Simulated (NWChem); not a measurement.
System: Si$_{2}$H$_{5}$SF; SMILES S([SiH3])[SiH2]F

NWChem input:

```
start job
memory heap 200 mb stack 900 mb global 1100 mb
geometry units angstroms noautoz
  Si     0.620806    -1.745982     0.049942
  S     -0.967366    -0.424179    -0.585679
  Si    -0.290687     1.392728     0.290596
  F      1.176083     1.789765    -0.284365
  H      1.771617    -1.697680    -0.894906
  H      1.077837    -1.354509     1.416468
  H      0.040375    -3.117472     0.068679
  H     -0.142928     1.271034     1.764747
  H     -1.268464     2.437141    -0.106460
end
basis spherical
  Si library def2-svp
  S library def2-svp
  F library def2-svp
  H library def2-svp
end
dft
  xc hfexch
  iterations 150
  mulliken
end
task dft energy
```

The geometry was optimised at PBE0/def2-SVP.

Task: What results follow from this input? (Hartree-Fock/def2-SVP.) Quantities: basis functions; energy (Ha); highest occupied level (eV); orbital gap (eV); dipole (D).

Result: The number of basis functions is 93, the energy (Ha) is -1077.46 and the highest occupied level (eV) is -10.63. The orbital gap (eV) is 14.17. The dipole (D) is 1.38.
